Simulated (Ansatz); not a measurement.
```yaml
crystal:
  periodic: [false, false, false]
  atoms:
    - {symbol: C, position_ang: [2.733772, 0.191085, 0.429324]}
    - {symbol: C, position_ang: [1.889716, -0.173574, -0.788706]}
    - {symbol: N, position_ang: [0.494480, -0.458126, -0.441167]}
    - {symbol: C, position_ang: [0.055047, -1.468200, 0.403956]}
    - {symbol: C, position_ang: [-1.291829, -1.287902, 0.586408]}
    - {symbol: N, position_ang: [-1.667100, -0.176785, -0.155874]}
    - {symbol: C, position_ang: [-2.933832, 0.527621, -0.073886]}
    - {symbol: C, position_ang: [-0.545797, 0.380037, -0.689956]}
    - {symbol: H, position_ang: [3.761476, 0.447913, 0.104843]}
    - {symbol: H, position_ang: [2.804232, -0.653306, 1.144261]}
    - {symbol: H, position_ang: [2.286965, 1.065592, 0.946687]}
    - {symbol: H, position_ang: [1.866605, 0.669059, -1.506597]}
    - {symbol: H, position_ang: [2.295885, -1.056903, -1.325724]}
    - {symbol: H, position_ang: [0.729936, -2.233485, 0.796388]}
    - {symbol: H, position_ang: [-2.015621, -1.861626, 1.171865]}
    - {symbol: H, position_ang: [-3.677187, -0.116329, 0.428694]}
    - {symbol: H, position_ang: [-3.300187, 0.784176, -1.086492]}
    - {symbol: H, position_ang: [-2.761528, 1.466060, 0.505148]}
    - {symbol: H, position_ang: [-0.540057, 1.172613, -1.440977]}
    - {symbol: I, position_ang: [-0.184985, 2.782078, 0.991794]}
basis:
  gaussian: {orbitals: def2-SVP, point_charges: [{charge: 2.00, position_ang: [7.210, -0.770, -0.182]}]}
hamiltonian: {xc: {name: HF}, pseudopotentials: {relativity: scalar}}
```

```sh
$ ansatz run in.yaml --threads 4 --pin off --events-out ev --progress --plain --max-ram 6963MiB
```

Shortened log:

```
Functional definition: HF
2660 factors; their error is unknown
mean field evaluation 1: about -17384.0989 eV, gradient 3.6e1 eV
mean field evaluation 2: about -17388.0110 eV, gradient 1.3e1 eV
mean field evaluation 4: about -17388.4888 eV, gradient 1.2e0 eV
mean field evaluation 8: about -17388.4940 eV, gradient 8.4e-2 eV
mean field -17389.19145236 eV, -639.0409990568 hartree, gradient 1.0e-5 eV, S^2 0.000000; 0 other end points of the search recorded, 0 dependent functions left out
reference -17389.19145236 eV, -639.0409990568 hartree; 43, 43 occupied and 150, 150 virtual orbitals, 2660 factors
Total energy: -17389.19145236 eV, -639.0409990568 hartree
Relativity: scalar
```

Run time 2 s (4 threads of Arm Neoverse V2 on a shared host).

In the def2 sets I takes a core potential; there is no spin–orbit coupling.
